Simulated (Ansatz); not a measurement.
The cluster Ga3P2. The state is a doublet with charge 0. Geometry PBE0-D4/def2-SVP, basis def2-TZVP, Ansatz.

| atom | x (Å) | y (Å) | z (Å) |
| --- | --- | --- | --- |
| Ga1 | -1.791 | 0.625 | 0.333 |
| Ga2 | -0.182 | 1.726 | -1.746 |
| Ga3 | 2.126 | -0.716 | 0.989 |
| P4 | 0.248 | -0.521 | -0.777 |
| P5 | -0.402 | -1.114 | 1.201 |

| run | HOMO (eV) | LUMO (eV) |
| --- | --- | --- |
| A | -5.48 | -3.19 |
| B | -4.58 | -3.90 |
| C | -7.43 | -0.10 |
| D | -5.24 | -3.55 |
| E | -4.91 | -3.83 |

Another isomer (doublet) lies 0.15 eV lower at PBE0-D4/def2-TZVP; other spin states weren't run for this one.

HOMO and LUMO are taken over both spins.

Question: The runs used HF, PBE, PBE0, r2SCAN, r2SCANh. Estimate which is which.

Answer: A PBE0 (25 % exact exchange); B PBE (0 % exact exchange); C HF (100 % exact exchange); D r2SCANh (10 % exact exchange); E r2SCAN (0 % exact exchange). Exact exchange lowers occupied and raises empty levels; among semilocal functionals meta-GGAs tend to open the gap a little, and such runs are hard to tell apart. The gap grows from 0.68 eV (PBE) to 7.33 eV (HF). At HF/def2-TZVP the charge 0 doublet is spin-contaminated (final ⟨S²⟩ up to 0.86, 0.75 for a pure state).
